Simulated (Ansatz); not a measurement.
SiH2Me(NMeEt) (C4H13NSi), 19 atoms. Hardware: 4 threads of Intel Xeon on a shared host.

Correlated methods freeze 10 core orbitals.

**Question.** How many basis functions does each of these Ansatz runs have, and roughly what does it cost? PBE0-D4/def2-TZVP, charge 0 triplet at the geometry of the charge 0 singlet, energy; PBE-D4/def2-TZVPD, charge -1 doublet at the geometry of the charge 0 singlet, energy, from earlier orbitals; r2SCAN-D4/def2-TZVP, charge 0 singlet, energy and forces, from earlier orbitals; PBE0-D4/def2-TZVPD, charge -1 doublet at the geometry of the charge 0 singlet, energy; PBE-D4/def2-TZVP, charge 0 singlet, energy, from earlier orbitals; PBE0-D4/def2-TZVP, charge 0 singlet, energy, from earlier orbitals; CCSD(T)/def2-SVP, charge 0 singlet, energy, from earlier orbitals; RPA@PBE/def2-TZVP, charge 0 singlet, energy, from earlier orbitals; LC-ωPBE/def2-TZVPD, charge -1 doublet at the geometry of the charge 0 singlet, energy, from earlier orbitals; PBE0-D4/def2-TZVPD, charge 0 singlet, energy, from earlier orbitals; PBE-D4/def2-SVP, charge 0 singlet, energy, from earlier orbitals; HF/def2-TZVP, charge 0 singlet, energy, from earlier orbitals.

**Answer.** Other jobs shared the machine, so times can vary by a factor of up to 3. A dash marks memory too small to be measured apart from the calling script's.

```json
{"run": "PBE-D4/def2-SVP, charge 0 singlet, energy, from earlier orbitals", "functions": "153", "fitting or Cholesky vectors": "1754", "wall time": "9.1 s", "peak host memory (GiB)": "–"}
{"run": "PBE-D4/def2-TZVP, charge 0 singlet, energy, from earlier orbitals", "functions": "270", "fitting or Cholesky vectors": "1699", "wall time": "11 s", "peak host memory (GiB)": "–"}
{"run": "HF/def2-TZVP, charge 0 singlet, energy, from earlier orbitals", "functions": "270", "fitting or Cholesky vectors": "1994", "wall time": "13 s", "peak host memory (GiB)": "0.81"}
{"run": "PBE0-D4/def2-TZVP, charge 0 singlet, energy, from earlier orbitals", "functions": "270", "fitting or Cholesky vectors": "1715", "wall time": "14 s", "peak host memory (GiB)": "0.8"}
{"run": "RPA@PBE/def2-TZVP, charge 0 singlet, energy, from earlier orbitals", "functions": "270", "fitting or Cholesky vectors": "1856", "wall time": "19 s", "peak host memory (GiB)": "0.79"}
{"run": "r2SCAN-D4/def2-TZVP, charge 0 singlet, energy and forces, from earlier orbitals", "functions": "270", "fitting or Cholesky vectors": "1699", "wall time": "20 s", "peak host memory (GiB)": "–"}
{"run": "PBE0-D4/def2-TZVPD, charge 0 singlet, energy, from earlier orbitals", "functions": "345", "fitting or Cholesky vectors": "1834", "wall time": "22 s", "peak host memory (GiB)": "1.2"}
{"run": "PBE-D4/def2-TZVPD, charge -1 doublet at the geometry of the charge 0 singlet, energy, from earlier orbitals", "functions": "345", "fitting or Cholesky vectors": "1813", "wall time": "44 s", "peak host memory (GiB)": "0.73"}
{"run": "CCSD(T)/def2-SVP, charge 0 singlet, energy, from earlier orbitals", "functions": "153", "fitting or Cholesky vectors": "1572", "wall time": "56 s", "peak host memory (GiB)": "1.5"}
{"run": "PBE0-D4/def2-TZVP, charge 0 triplet at the geometry of the charge 0 singlet, energy", "functions": "270", "fitting or Cholesky vectors": "1715", "wall time": "58 s", "peak host memory (GiB)": "1.5"}
{"run": "LC-ωPBE/def2-TZVPD, charge -1 doublet at the geometry of the charge 0 singlet, energy, from earlier orbitals", "functions": "345", "fitting or Cholesky vectors": "1813", "wall time": "2.3 min", "peak host memory (GiB)": "1.7"}
{"run": "PBE0-D4/def2-TZVPD, charge -1 doublet at the geometry of the charge 0 singlet, energy", "functions": "345", "fitting or Cholesky vectors": "1834", "wall time": "2.4 min", "peak host memory (GiB)": "1.4"}
```
